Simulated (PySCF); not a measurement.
Radial density of Pb⁺ (lead, charge +1)

r2SCAN, [Xe] 4f14 5d10 6s2 6p1, 2P determinant. Calculation: PySCF 2.14, in def2-SVP with the def2 core potential (60 electrons) (4s4p2d, 26 functions); a scalar-relativistic core potential. This is the valence pseudo-density: the core potential removes the inner electrons and smooths the orbitals near the nucleus.

| r (bohr) | 4πr²ρ (e/bohr) | 4πr²(ρα − ρβ) |
| --- | --- | --- |
| 0.0361 | 1.546e-05 | 0.0000 |
| 0.0607 | 5.166e-05 | 0.0000 |
| 0.102 | 0.0002664 | 0.0000 |
| 0.172 | 0.002882 | 0.0000 |
| 0.289 | 0.07198 | 0.0004 |
| 0.486 | 2.839 | 0.0142 |
| 0.817 | 19.55 | 0.0556 |
| 1.37 | 11.42 | 0.0123 |
| 2.31 | 2.578 | 0.4252 |
| 3.89 | 0.3343 | 0.2002 |
| 6.54 | 0.01391 | 0.0131 |

Energies and moments cover only the electrons outside the core potential. Spin-orbit coupling, absent here, splits the open shell strongly.
